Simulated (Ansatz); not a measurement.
`[SiH3][SiH2][GaH2]`. Charge 0, multiplicity 1. The structure was optimised at the PBE0-D4/def2-TZVP level.

```xyz
10

Si    0.068    1.313    1.174
Si   -0.759   -0.628    0.157
Ga    0.628   -1.176   -1.730
H    -0.752    1.710    2.350
H     0.070    2.435    0.196
H     1.469    1.091    1.626
H    -0.768   -1.713    1.179
H    -2.170   -0.366   -0.248
H     1.885   -2.105   -1.558
H     0.329   -0.562   -3.146
```

What is the dipole moment at PBE/def2-TZVPP? (Best estimate.)

The calculation gave: 0.19 D, with components (-0.11, -0.15, -0.03) D in this frame, pointing from negative to positive charge.

And with r2SCAN, B3LYP, ωB97M-V? (Best estimate.)

Computed: r2SCAN 0.20 D, B3LYP 0.23 D, ωB97M-V 0.27 D.

Give the Mulliken charges with PBE, B3LYP, ωB97M-V in def2-TZVPP. (Estimate.)

The calculation gave: 
```csv
atom,PBE,B3LYP,ωB97M-V
Si1,0.10,0.15,0.04
Si2,0.02,0.07,-0.04
Ga3,0.15,0.17,0.13
H4,-0.04,-0.05,-0.02
H5,-0.04,-0.06,-0.02
H6,-0.04,-0.06,-0.02
H7,-0.04,-0.06,-0.01
H8,-0.04,-0.06,-0.01
H9,-0.04,-0.05,-0.03
H10,-0.04,-0.05,-0.03
```

B3LYP here is the variant with VWN-RPA as its local correlation; programs differ in this.
